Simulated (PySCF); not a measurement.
ORD: `CC[C@@H]1[Se]C[C@H]1C=O`, C₆H₁₀OSe

Geometry:
```tsv
atom	x (Å)	y (Å)	z (Å)
C1	2.077	0.849	-0.157
C2	1.533	-0.567	0.008
C3	0.082	-0.549	0.431
Se4	-0.803	-2.339	0.644
C5	-2.033	-1.135	-0.341
C6	-0.944	-0.099	-0.628
C7	-1.372	1.326	-0.438
O8	-1.134	2.228	-1.189
H9	1.511	1.396	-0.907
H10	2.017	1.394	0.783
H11	3.117	0.814	-0.468
H12	1.632	-1.115	-0.932
H13	2.112	-1.101	0.766
H14	-0.048	-0.004	1.371
H15	-2.808	-0.767	0.332
H16	-2.484	-1.593	-1.219
H17	-0.530	-0.225	-1.631
H18	-1.933	1.493	0.505
```

Computed with PySCF 2.14.0, TDDFT PBE0/def2-SVPD circular dichroism and optical rotation, one conformer, gas phase. Geometry: GFN2-xTB.

The molecule is flexible and this is one conformer; a measurement averages over conformers. The calculation is non-relativistic, which matters for the atoms heavier than Zn.

Stereocentres: C3 S, C6 R.

Problem. Give the optical rotatory dispersion at 633, 589.3, 546, 436, 405 nm.

Solution. [α] in deg dm⁻¹ (g/mL)⁻¹:
```csv
λ (nm),origin-invariant length gauge,modified velocity gauge,length gauge (centre of mass),isotropic polarisability (au)
633,+71.8,+74.1,+71.7,103.1
589.3,+90.8,+93.1,+90.7,103.6
546,+119.0,+121.2,+118.9,104.2
436,+319.6,+312.8,+319.2,106.6
405,+487.8,+459.6,+487.1,107.8
```

The shortest wavelength is close to the first absorption, where this undamped response comes out too large.

Problem. And for the mirror image at 589.3 nm?

Solution. -90.8 deg dm⁻¹ (g/mL)⁻¹ (origin-invariant length gauge): the same size and the opposite sign.

Problem. What is the molar rotation [Φ] = [α]·M/100 of the geometry above at 589.3 nm?

Solution. With M = 177.12 g/mol, +160.7 deg cm² dmol⁻¹ (origin-invariant length gauge).

The first excitation lies at 3.38 eV (367 nm) with R = -0.4 × 10⁻⁴⁰ esu² cm² (velocity form).
